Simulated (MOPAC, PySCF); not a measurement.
C2H3Br, SMILES `C(Br)=C`, neutral singlet in the gas phase. 

Z-matrix (Å, degrees):
```
C
C 1 1.3193
H 1 1.0797 2 124.38
H 2 1.0811 1 122.60 3 180.00
H 2 1.0831 4 117.94 1 180.00
Br 1 1.9011 3 112.23 2 180.00
```
Charge 0, spin multiplicity 1.

All levels are single points at this geometry (B3LYP-D3(BJ)/def2-TZVP); Pople sets use spherical d functions. Orbital energies aren't observables, and empty levels follow the basis.

PBE-D3(BJ)/def2-TZVP in PySCF gives dipole (D) = 1.40.

Question: Estimate the dipole (D) from each of these levels: TPSSh-D3(BJ)/def2-TZVP in PySCF; B3LYP/6-311+G** (LANL2DZ on Br) in PySCF; SVWN5/6-31G* in PySCF; HF/6-31G* in PySCF; PM6 in MOPAC.

Answer: 
| level | dipole (D) |
|---|---|
| TPSSh-D3(BJ)/def2-TZVP in PySCF | 1.52 |
| B3LYP/6-311+G** (LANL2DZ on Br) in PySCF | 1.49 |
| SVWN5/6-31G* in PySCF | 1.57 |
| HF/6-31G* in PySCF | 1.88 |
| PM6 in MOPAC | 1.44 |
